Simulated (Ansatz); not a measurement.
# Relaxing a trial structure of FHSSiSn

The starting geometry of this gas-phase singlet was optimised with GFN2-xTB.

```tsv
atom	x (Å)	y (Å)	z (Å)
F	-1.2372	0.4768	-0.1471
S	1.0108	0.6516	2.0306
Si	-0.3526	-0.6160	0.6693
Sn	-0.5544	-0.6707	3.2150
H	0.6064	-0.9489	-0.3789
```

Question: Where would you expect an optimisation with B3LYP-D3(BJ)/def2-SVP to take it?

Answer: It keeps its bonds.

The energy falls by 0.35 eV over 8 steps:

| step | E − E(last) (eV) |
| --- | --- |
| 1 | 0.346 |
| 2 | 0.143 |
| 3 | 0.042 |
| 4 | 0.005 |
| 5 | 0.001 |
| 6 | 0.000 |
| 7 | 0.000 |
| 8 | 0.000 |

Final geometry (Å):

```xyz
5

F    -1.2918    0.5111   -0.1667
S     1.0009    0.7479    2.0146
Si   -0.2273   -0.4043    0.6765
Sn   -0.5705   -0.8150    3.2070
H     0.5618   -1.1469   -0.3426
```

Frequencies at the end are all real (lowest 135 cm⁻¹). Atoms past krypton carry core potentials, without spin–orbit terms. Run with Ansatz 0.2.0, 15 s on 2 threads of Arm Neoverse V1, on a shared host.
